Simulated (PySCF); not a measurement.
Compound: CH₈F₂Si₃.
Bonds: F1–C2, C2–F3, C2–Si4, Si4–Si5, Si5–Si6. Hydrogens: H7 on C2; H8, H9 on Si4; H10, H11 on Si5; H12, H13, H14 on Si6.

The calculation used TDDFT CAM-B3LYP/def2-SVPD, vertical, gas phase, core orbitals frozen in the response in PySCF. Geometry: PBE0-D3(BJ)/def2-SVP, one conformer, isolated molecule. Torsions of this conformer, `[F:1][CH:2]([F:3])[SiH2:4][SiH2:5][SiH3:6]`: F1–C2–Si4–Si5 -65°, C2–Si4–Si5–Si6 39°.

| state | λ (nm) | E (eV) | f | main configurations (H = HOMO, L = LUMO) |
| --- | --- | --- | --- | --- |
| S1 | 181.2 | 6.84 | 0.139 | H→L (70%), H→L+2 (9%) |
| S2 | 178.2 | 6.96 | 0.055 | H→L+3 (44%), H→L+2 (31%), H→L (10%) |
| S3 | 167.6 | 7.40 | 0.051 | H→L+1 (77%), H-1→L (10%) |
| S4 | 167.4 | 7.41 | 0.133 | H-1→L (74%) |
| S5 | 163.7 | 7.57 | 0.085 | H→L+2 (45%), H→L+3 (36%) |
| S6 | 162.2 | 7.65 | 0.017 | H→L+5 (36%), H→L+4 (24%), H-1→L+2 (12%) |
| S7 | 159.9 | 7.75 | 0.013 | H-1→L+3 (36%), H-1→L+2 (23%), H→L+4 (14%) |
| S8 | 157.8 | 7.86 | 0.188 | H-1→L+1 (45%), H→L+4 (15%), H→L+5 (13%) |
| S9 | 156.2 | 7.94 | 0.051 | H-1→L+1 (35%), H→L+5 (20%), H-2→L (12%) |
| S10 | 156.0 | 7.95 | 0.085 | H-2→L (59%), H→L+4 (9%) |

Triplets, Tamm–Dancoff:

```json
{"state": "T1", "E (eV)": "5.94", "λ (nm)": "208.9", "main configurations (H = HOMO, L = LUMO)": "H→L (82%)"}
{"state": "T2", "E (eV)": "6.31", "λ (nm)": "196.4", "main configurations (H = HOMO, L = LUMO)": "H→L+3 (46%), H→L+2 (37%)"}
{"state": "T3", "E (eV)": "6.61", "λ (nm)": "187.6", "main configurations (H = HOMO, L = LUMO)": "H→L+1 (29%), H-1→L (16%), H→L+3 (9%)"}
{"state": "T4", "E (eV)": "6.69", "λ (nm)": "185.4", "main configurations (H = HOMO, L = LUMO)": "H-1→L+3 (19%), H→L+4 (14%), H→L+3 (10%)"}
```

The lowest singlet comes at 181 nm (660 kJ/mol) in the vacuum ultraviolet; it is of moderate strength; its leading configuration is HOMO→LUMO (70%). The strongest level in the table is S8 at 7.86 eV (158 nm, f = 0.188). S3/S4 lie within about 0.01 eV of each other. Löwdin shares by element: HOMO silicon 75%, hydrogen 6% or more (atoms not listed hold the other 19%); LUMO silicon 58%, hydrogen 10% or more (atoms not listed hold the other 32%). The listed states span 1.11 eV, and the widest gap between neighbours is 0.44 eV (S2 to S3). Orbital energies (eV): HOMO-3 -10.93, HOMO-2 -10.58, HOMO-1 -9.91, HOMO -9.34, LUMO 0.54, LUMO+1 0.93, LUMO+2 1.06. The oscillator strengths of these states sum to 0.817; summed over the whole spectrum of an exact calculation they would give the number of electrons, 74 (Thomas–Reiche–Kuhn). The vertical ionisation energy (ΔSCF) is 10.02 eV, 2.07 eV above S10. The window holds the lowest 10 singlets.

Without π bonds the low states are Rydberg-like; a valence basis with one diffuse set may place them up to an eV too high.
